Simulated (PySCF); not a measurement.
# Ionisation energy of Co by level of theory

Co [Ar] 3d7 4s2 (4F) → Co+ [Ar] 3d8 (3F), as a difference of total energies. All numbers are calculated (PySCF 2.14, scalar relativity by spin-free X2C-1e, in x2c-SVPall (5s3p3d1f, 36 functions)). Correlated levels: valence: [Ar] frozen. The calculations carry no spin-orbit coupling.

```json
{"method": "UHF", "ionisation energy (eV)": "8.245", "error (eV)": "+0.376"}
{"method": "TPSS", "ionisation energy (eV)": "7.548", "error (eV)": "-0.321"}
{"method": "BP86", "ionisation energy (eV)": "7.723", "error (eV)": "-0.146"}
{"method": "MP2 (valence)", "ionisation energy (eV)": "7.172", "error (eV)": "-0.697"}
{"method": "SCS-MP2 (valence)", "ionisation energy (eV)": "7.354", "error (eV)": "-0.515"}
```

Reference: 7.869 eV (measured; NIST levels, between the centres of gravity of the two terms).

Errors of the correlated levels include the incompleteness of this basis and the frozen core.

MP2 underrates the near-degeneracy of ns² with np² in the lower species.
